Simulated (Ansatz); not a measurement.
# Scan of the In3–Cl5 bond length

CClFInN (SMILES N#[C][In]([F])[Cl]), closed shell, at its PBE0-D4/def2-TZVP minimum:

N1  (-1.393, 1.451, 1.649)
C2  (-0.782, 0.784, 0.935)
In3  (0.330, -0.390, -0.376)
F4  (0.434, -2.281, -0.040)
Cl5  (1.460, 0.361, -2.209)
(Å)

The bond length In3–Cl5 (2.280 Å at the minimum) is set to the values below, with the rest relaxed at PBE0-D4/def2-TZVP at each step. Each method's energies count from its own value at the PBE0-D4 minimum structure. Program: Ansatz 0.2.0. Basis: def2-TZVPP. Cores are frozen in the correlated methods. Filled d shells of the heavier atoms are correlated. Core potentials replace the inner electrons of the atoms past krypton. The def2 sets are not built for correlating such inner shells, so the correlated values are less sure here. B3LYP uses VWN-RPA correlation.

```json
{"bond length (Å)": "2.006", "CCSD(T) (kJ/mol)": "89.7", "r2SCAN-D4 (kJ/mol)": "85.5", "PBE0-D4 (kJ/mol)": "84.0", "HF (kJ/mol)": "97.3", "MP2 (kJ/mol)": "83.5"}
{"bond length (Å)": "2.086", "CCSD(T) (kJ/mol)": "40.1", "r2SCAN-D4 (kJ/mol)": "38.3", "PBE0-D4 (kJ/mol)": "37.1", "HF (kJ/mol)": "44.5", "MP2 (kJ/mol)": "36.0"}
{"bond length (Å)": "2.202", "CCSD(T) (kJ/mol)": "5.7", "r2SCAN-D4 (kJ/mol)": "5.6", "PBE0-D4 (kJ/mol)": "5.0", "HF (kJ/mol)": "7.0", "MP2 (kJ/mol)": "4.2"}
{"bond length (Å)": "2.337", "CCSD(T) (kJ/mol)": "2.1", "r2SCAN-D4 (kJ/mol)": "1.8", "PBE0-D4 (kJ/mol)": "2.2", "HF (kJ/mol)": "1.5", "MP2 (kJ/mol)": "3.1"}
{"bond length (Å)": "2.488", "CCSD(T) (kJ/mol)": "24.7", "r2SCAN-D4 (kJ/mol)": "22.6", "PBE0-D4 (kJ/mol)": "24.2", "HF (kJ/mol)": "23.6", "MP2 (kJ/mol)": "28.2"}
{"bond length (Å)": "2.650", "CCSD(T) (kJ/mol)": "64.6", "r2SCAN-D4 (kJ/mol)": "59.3", "PBE0-D4 (kJ/mol)": "62.3", "HF (kJ/mol)": "64.2", "MP2 (kJ/mol)": "70.4"}
{"bond length (Å)": "2.822", "CCSD(T) (kJ/mol)": "113.3", "r2SCAN-D4 (kJ/mol)": "104.4", "PBE0-D4 (kJ/mol)": "108.8", "HF (kJ/mol)": "115.1", "MP2 (kJ/mol)": "121.6"}
{"bond length (Å)": "3.003", "CCSD(T) (kJ/mol)": "164.8", "r2SCAN-D4 (kJ/mol)": "152.2", "PBE0-D4 (kJ/mol)": "158.4", "HF (kJ/mol)": "170.3", "MP2 (kJ/mol)": "175.9"}
{"bond length (Å)": "3.192", "CCSD(T) (kJ/mol)": "215.0", "r2SCAN-D4 (kJ/mol)": "199.0", "PBE0-D4 (kJ/mol)": "207.2", "HF (kJ/mol)": "225.5", "MP2 (kJ/mol)": "229.4"}
```

Minimum and curvature along this coordinate at CCSD(T): A fifth-order fit through the nearest points gives 2.283 Å, with a curvature of about 16 eV/Å².

Largest difference from the CCSD(T) curve over the scan: PBE-D4 36.8; B3LYP-D4 26.7; wB97M-V 5.0 kJ/mol. Each curve counts from its own value at the minimum.

No T1 diagnostic of these runs exceeds 0.022. The restricted Hartree–Fock reference is unstable towards an unrestricted one at one or more of these structures.

For scale, one of the runs: CCSD(T)/def2-TZVPP, 185 basis functions (an equivalent command: `ansatz run in.yaml --threads 4`). Time: 71 s of wall clock on 4 CPU threads; the host was shared. Peak host memory: 2.1 GiB.
